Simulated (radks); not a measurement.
Values are calculated unless marked as measured or tabulated.
The iodine ion I+ inside a hard spherical wall (all orbitals vanish at R), configuration held at [Kr] 4d10 5s2 5p4 and not refilled when levels cross. Code: a radial shooting solver on a logarithmic mesh with Libxc functionals. Model: scalar-relativistic Kohn-Sham, PBEsol, spin-polarised, spherical densities, finite nucleus; open shells are filled with parallel spins first (spin-orbit coupling, left out, can overturn this in heavy ions); Fermi nuclear charge, rms radius 4.75 fm. Eigenvalues in eV for spin up, with the zero of energy where the potential of the charges vanishes at infinity; a dash marks a level that is unbound or too diffuse for the functional's potential to be trusted. A positive occupied level is held by the wall or, in an anion where self-interaction has pushed it up, behind a barrier. The pressure on the wall is -dE/dV.

R (bohr) = free: E (hartree) -7112.80979; kinetic (hartree) 7464.976; e(4p) -136.95; e(4d) -59.795; e(5s) -26.892; e(5p) -15.982; e(6s, empty) -; e(5d, empty) -4.263; pressure (GPa) 0
R (bohr) = 10: E (hartree) -7112.80979; kinetic (hartree) 7464.976; e(4p) -136.95; e(4d) -59.795; e(5s) -26.892; e(5p) -15.982; e(6s, empty) -5.162; e(5d, empty) -4.217; pressure (GPa) 0.000193
R (bohr) = 6: E (hartree) -7112.80171; kinetic (hartree) 7465.055; e(4p) -136.65; e(4d) -59.508; e(5s) -26.670; e(5p) -15.745; e(6s, empty) -1.910; e(5d, empty) -2.923; pressure (GPa) 0.950
R (bohr) = 5: E (hartree) -7112.76111; kinetic (hartree) 7465.360; e(4p) -135.76; e(4d) -58.635; e(5s) -26.010; e(5p) -14.973; e(6s, empty) 3.073; e(5d, empty) -0.884; pressure (GPa) 8.12
R (bohr) = 4: E (hartree) -7112.51971; kinetic (hartree) 7466.771; e(4p) -132.66; e(4d) -55.629; e(5s) -23.575; e(5p) -11.905; e(6s, empty) 17.222; e(5d, empty) 5.107; pressure (GPa) 76.0
R (bohr) = 3.5: E (hartree) -7112.09379; kinetic (hartree) 7468.857; e(4p) -129.13; e(4d) -52.247; e(5s) -20.385; e(5p) -7.780; e(6s, empty) 33.282; e(5d, empty) 12.092; pressure (GPa) 250
R (bohr) = 2.5: E (hartree) -7107.94494; kinetic (hartree) 7485.463; e(4p) -111.74; e(4d) -35.652; e(5s) 2.543; e(5p) 20.970; e(6s, empty) 124.56; e(5d, empty) 53.674; pressure (GPa) 3760
R (bohr) = 2: E (hartree) -7098.11074; kinetic (hartree) 7521.014; e(4p) -88.300; e(4d) -12.160; e(5s) 48.087; e(5p) 74.574; e(6s, empty) 264.01; e(5d, empty) 120.30; pressure (GPa) 20500
R (bohr) = 1.5: E (hartree) -7058.04786; kinetic (hartree) 7651.537; e(4p) -26.881; e(4d) 54.939; e(5s) 207.52; e(5p) 248.88; e(6s, empty) 646.86; e(5d, empty) 310.13; pressure (GPa) 166000
